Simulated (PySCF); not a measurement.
SbCl₂, SMILES [Cl][Sb+][Cl] (connectivity only; charge and spin as stated), charge +1, multiplicity 1.

Coordinates come from a ωB97X-D3(BJ)/def2-TZVP optimisation. The multiplicity is an assumed one; other spin states were not compared. The isomer is the one that the SMILES or the coordinates give; other isomers of the formula were not compared. The def2 effective core potentials stand for the cores of Sb; spin–orbit coupling is left out.

Calculation: TDDFT-M06-2X/def2-SVPD (PySCF).

Vertical excitations. The molecule is in vacuum. State labels are in the subgroup C2v.

```csv
state,symmetry,energy (eV),λ (nm),f,main pairs
S1,B1,3.64,340,0.014,HOMO→LUMO 99 %
S2,A2,3.96,313,0.000,HOMO−1→LUMO 99 %
S3,B2,4.79,259,0.034,HOMO−2→LUMO 93 %
S4,B1,5.37,231,0.010,HOMO−4→LUMO 99 %
S5,A1,5.79,214,0.016,HOMO−3→LUMO 92 %
S6,A2,6.22,199,0.000,HOMO−5→LUMO 99 %
S7,B2,6.65,187,0.028,"HOMO→LUMO+1 49 %, HOMO−1→LUMO+2 48 %"
S8,A1,6.88,180,0.047,"HOMO−1→LUMO+1 61 %, HOMO→LUMO+2 27 %"
S9,A2,7.08,175,0.000,HOMO−2→LUMO+2 90 %
S10,A1,7.16,173,0.065,"HOMO→LUMO+2 64 %, HOMO−1→LUMO+1 33 %"
T1,B1,2.52,492,0,HOMO→LUMO 89 %
T2,A2,3.84,323,0,HOMO−1→LUMO 99 %
T3,B2,3.95,314,0,HOMO−2→LUMO 99 %
T4,A1,4.60,270,0,HOMO−3→LUMO 98 %
```
Triplets are in the Tamm–Dancoff approximation, which puts them higher than full response would, so one can lie above its singlet here.
